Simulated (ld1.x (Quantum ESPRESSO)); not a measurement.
Varying the TM potential for technetium (Tc)

Base potential:

technetium, norm-conserving Troullier–Martins (Kleinman–Bylander form), made with ld1.x (Quantum ESPRESSO) 7.5 (PBE, fully relativistic). Core [Ar] 3d10 4s2, reference 4p6 4d4 5s0 5p0 (charge +3). Waves: 5s (bound, empty): rc 1.95 bohr; 4p (bound): rc 1.45 bohr; 4d (bound): rc 2.25 bohr. Local part: all-electron potential smoothed inside 1.25 bohr (lloc = -1). Core correction: a·sin(br)/r model core inside 1.05 bohr.

Open shells are filled in proportion to 2j + 1 (rel_dist='average').

Cutoffs, loose and tight: the cutoffs (Ry, on a coarse ladder) from which the occupation-weighted sum of valence levels, in a spherical-Bessel basis at the reference potential, stays within 10 and 1 mRy of its value at 400 Ry. They do not see the model core or the augmentation charge, which bear on the density cutoff. Test errors are all-electron minus pseudo excitation energies from the reference, over the configurations 4p6 4d5 5s2 5p0; 4p6 4d5 5s1 5p0; 4p6 4d5 5s0 5p0; 4p5 4d5 5s2 5p0; 4p6 4d6 5s0 5p0; 4p6 4d4 5s2 5p1; 4p6 4d5 5s0 5p2. A dash means not determined; rows that change the core or the reference have their own tests.

A true bound ghost makes a file unfit for plane-wave use even where its test errors are small: the radial tests pick states by their node count and pass the ghost by.

```tsv
change	outcome	cutoff, loose	cutoff, tight	bound ghosts	largest test error (meV)
base	generated	60 Ry	100 Ry	s	+108
all radii but the core radius scaled by about 0.75 (s 1.46, p 1.10, d 1.70 bohr); local potential all-electron potential smoothed inside 0.94 bohr (lloc = -1)	generated	100 Ry	140 Ry	s	+125
all radii but the core radius scaled by about 0.87 (s 1.70, p 1.26, d 1.96 bohr); local potential all-electron potential smoothed inside 1.10 bohr (lloc = -1)	generated	80 Ry	140 Ry	s	+101
all radii but the core radius scaled by about 0.92 (s 1.80, p 1.34, d 2.08 bohr); local potential all-electron potential smoothed inside 1.16 bohr (lloc = -1)	generated	70 Ry	120 Ry	s	+106
all radii but the core radius scaled by about 1.05 (s 2.04, p 1.52, d 2.36 bohr); local potential all-electron potential smoothed inside 1.32 bohr (lloc = -1)	generated	55 Ry	90 Ry	s	-160
all radii but the core radius scaled by about 1.10 (s 2.16, p 1.60, d 2.48 bohr); local potential all-electron potential smoothed inside 1.38 bohr (lloc = -1)	generated	50 Ry	80 Ry	s	-220
all radii but the core radius scaled by about 1.23 (s 2.40, p 1.78, d 2.76 bohr); local potential all-electron potential smoothed inside 1.54 bohr (lloc = -1)	generated	35 Ry	55 Ry	s	-324
all radii but the core radius scaled by about 1.27 (s 2.48, p 1.84, d 2.86 bohr); local potential all-electron potential smoothed inside 1.58 bohr (lloc = -1)	generated	30 Ry	50 Ry	s	-357
all radii but the core radius scaled by about 1.39 (s 2.72, p 2.02, d 3.14 bohr); local potential all-electron potential smoothed inside 1.74 bohr (lloc = -1)	generated	30 Ry	50 Ry	s	+484
```

Reading the sweep of the scale of all radii but the core radius (base = 1) (base included, trends over the rows without a ghost): Bound ghosts are found at 0.75, 0.87, 0.92, 1, 1.05, 1.1, 1.23, 1.27, 1.39. Every judged row has one, so this setting neither creates nor removes them.
